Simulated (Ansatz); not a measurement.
La4, relaxed as a singlet with RKS PBE-D4/def2-SVP in Ansatz, starting from the GFN2-xTB geometry. Force threshold 0.02 eV/Å.

In the def2 sets La takes a core potential; there is no spin–orbit coupling. The restricted singlet is unstable towards broken spin symmetry in Hartree–Fock (as tested in another run); at PBE-D4/def2-SVP this wasn't settled. Another isomer (quintet) lies 0.96 eV lower at PBE0-D4/def2-TZVP; other spin states weren't run for this one.

Start:

```xyz
4

La    1.227    1.668    2.437
La   -0.757   -0.963   -1.453
La    0.525   -4.275   -1.459
La   -0.996    3.570    0.475
```

```tsv
step	energy (eV)	largest force component (eV/Å)	SCF passes
1	-3431.5584	1.337	100
2	-3432.1870	1.276	58
3	-3432.7626	0.990	49
4	-3433.1141	0.644	48
5	-3433.4905	0.583	43
6	-3433.8895	0.556	41
7	-3434.2062	0.521	43
8	-3434.4013	0.427	41
9	-3434.5682	0.396	41
10	-3434.7364	0.366	42
11	-3434.8637	0.245	41
12	-3434.9205	0.274	48
13 (rejected)	-3434.8692	0.424	60
14	-3434.9279	0.172	46
15	-3434.9310	0.065	37
16	-3434.9334	0.010	34
```

Force components are those of the run's own axes.

End:

```xyz
4

La    1.015    0.173    1.409
La   -0.741   -0.127   -1.029
La    0.744   -2.888   -0.472
La   -1.019    2.841    0.092
```

Bonds formed: La1–La3 (atoms count from 1). Metal–metal contacts that move far: La1–La2 5.10 to 3.02 Å, La2–La4 4.93 to 3.18 Å.

No frequencies were taken in this run, so the end may be a saddle point.

Hardware: 4 threads of AMD EPYC 7R43 on a shared host. Wall time 58 s.
